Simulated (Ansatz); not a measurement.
Compare A (`CC#C[SiH2]Cl`) with its isomer B (`[SiH3]C1(Cl)C=C1`).

Calculated with Ansatz (gas phase, PBE0-D4/def2-TZVP geometries, no zero-point term in ΔE). CCSD(T)/CBS adds triple-zeta CCSD(T) − MP2 to the extrapolated MP2 energy (def2 sets, frozen cores). Functionals use def2-TZVPP. B3LYP here is the variant with VWN-RPA as its local correlation; programs differ in this.

A:

```xyz
10

C     1.604   -0.409    1.527
C     0.548   -0.166    0.570
C    -0.333    0.039   -0.233
Si   -1.649    0.341   -1.429
Cl   -0.928    1.446   -3.005
H     1.498    0.245    2.396
H     2.582   -0.222    1.077
H     1.581   -1.445    1.875
H    -2.154   -0.939   -1.974
H    -2.747    1.111   -0.805
```

B:

```xyz
10

Si   -0.746    0.066    1.292
C    -0.040   -0.296   -0.405
Cl   -0.988   -1.696   -1.119
C     1.364   -0.159   -0.834
C     0.528    0.674   -1.359
H     0.021    1.200    1.877
H    -2.178    0.440    1.176
H    -0.609   -1.128    2.162
H     2.353   -0.575   -0.749
H     0.296    1.474   -2.041
```

Question: Which isomer does CCSD(T)/CBS put lower? Give the gap. (Estimate.)

Answer: Computed: A, by 275.1 kJ/mol.

Question: Give E(B) − E(A) in kJ/mol with r2SCAN-D4, ωB97M-V, CCSD(T)/def2-TZVPP, B3LYP, CCSD/def2-TZVPP, HF/def2-TZVPP, B2PLYP. (Estimate.)

Answer: Computed: r2SCAN-D4 264.6, ωB97M-V 267.1, CCSD(T)/def2-TZVPP 276.2, B3LYP 279.3, CCSD/def2-TZVPP 281.6, HF/def2-TZVPP 307.2, B2PLYP 283.3. None reverses the order clearly.

Largest T1 diagnostic: 0.011.

From PBE to PBE0 (25 % exact exchange), in def2-TZVPP and without D4, E(B) − E(A) moves by +6.5 kJ/mol. In def2-TZVPP, CCSD(T) changes the Hartree–Fock value by −31.0 kJ/mol (the triples alone add −5.4 kJ/mol) and MP2 by −26.6 kJ/mol.
